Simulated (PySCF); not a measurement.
# Telling isomers of C$_{6}$H$_{10}$ClN$_{2}$P apart by NMR

- GFN2-xTB structure
- GIAO PBE0/pcSseg-1 shieldings
- code: PySCF 2.14
- one conformer, no solvent, relativity neglected, equivalent nuclei averaged

References, each an isolated molecule treated in the same way: TMS for 1H (σref 31.72) and 13C (σref 186.93). Splittings of carbon signals by F and P are missing where no couplings were computed. Where no couplings were computed, multiplicities follow the n + 1 count of equivalent neighbours, and m marks all less simple cases (inequivalent or close neighbours, rings, F or P nearby). Shifts are as computed. Against solution values, carbons near 30 ppm lie about +3 ppm off and those near 130 ppm about +5 ppm; carbons on Cl a further +6 ppm. Of 1211 compounds with measured shifts, 218 miss one by over three times the rms of a fit or turn the order of signals round; such compounds aren't used in these exercises. Carbons bonded to Cl come out too deshielded.

(1) Tabulate the signals of `CC(C)(C)n1cpc(Cl)n1`, `Cc1nn(C(C)C)c(Cl)p1` and their relative energies.

(2) What is the quickest way to tell CC(C)(C)n1cpc(Cl)n1 from Cc1nn(C(C)C)c(Cl)p1?

## Answers

(1) 
```json
{"SMILES": "CC(C)(C)n1cpc(Cl)n1", "carbon types": "2×C 1×CH 3×CH3", "δC": "175.1, 162.1, 60.1, 32.5", "δH": "8.76 (m, 1H), 1.59 (s, 9H)", "E rel. (kcal/mol)": "2.4"}
{"SMILES": "Cc1nn(C(C)C)c(Cl)p1", "carbon types": "2×C 1×CH 3×CH3", "δC": "180.3, 171.3, 52.8, 24.3, 21.7", "δH": "4.82 (sept, 1H), 2.76 (m, 3H), 1.49 (d, 6H)", "E rel. (kcal/mol)": "0.0"}
```

Energies are electronic energies at PBE0/pcSseg-1 on these geometries, without zero-point or thermal terms, each for the one conformer computed, which needn't be the lowest.

(2) Count the carbon signals: 4 against 5. The first has an aromatic CH next to a ring nitrogen at 162.1 ppm, the second an sp3 CH bonded to N at 52.8 ppm. Their most deshielded carbons lie at 175.1 and 180.3 ppm. In the proton spectra the most deshielded non-exchanging signals are 8.76 (m, 1H) and 4.82 (sept, 1H).
